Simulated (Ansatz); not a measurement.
Born–Oppenheimer molecular dynamics of H$_{4}$O$_{4}$Si (9 atoms, charge 0, multiplicity 1). It starts from a relaxed structure.

Computed with RKS BLYP-D4/6-31G (Ansatz 0.2.0).

* ensemble: NVE (velocity Verlet)
* time step: 0.5 fs
* steps asked: 250
* starting velocities drawn for: 400 K
* seed: 691495

First frame:

```xyz
9
Properties=species:S:1:pos:R:3
Si -0.222 -0.214 0.086
O -0.319 -0.370 1.792
H -0.440 0.434 2.345
O 1.309 0.107 -0.620
H 1.907 -0.642 -0.839
O -1.188 1.152 -0.297
H -1.023 1.642 -1.133
O -0.691 -1.746 -0.531
H -1.335 -2.292 -0.029
```

**Question.** How far do the bonds stretch over the last three quarters of this one trajectory? (Pairs bonded in most of those frames.)

**Answer.** 
```
  bond  mean (Å)  spread (Å)  shortest  longest
Si1–O2     1.718       0.018      1.68     1.75
Si1–O4     1.717       0.025      1.68     1.78
Si1–O6     1.719       0.010      1.71     1.74
Si1–O8     1.715       0.025      1.68     1.76
 O2–H3     0.983       0.009      0.97     1.00
 O4–H5     0.987       0.037      0.93     1.05
 O6–H7     0.989       0.039      0.93     1.05
 O8–H9     0.983       0.017      0.95     1.01
```

Mean temperature of the second half: 199 K. The conserved energy stayed within 0.51 meV per atom of its start (net change 0.057 meV per atom), so the integration is sound. Over the second half the temperature averaged 0.50 of the 400 K drawn at the start: a run that starts near a minimum puts about half its kinetic energy into the potential. A run of 0.12 ps of so small a system gives no equilibrium averages. Limits of this set-up: no polarisation functions.

The run took 5 min on 1 thread of Intel(R) Xeon(R) 6975P-C (Granite Rapids) (shared host), peak memory 0.12 GiB.
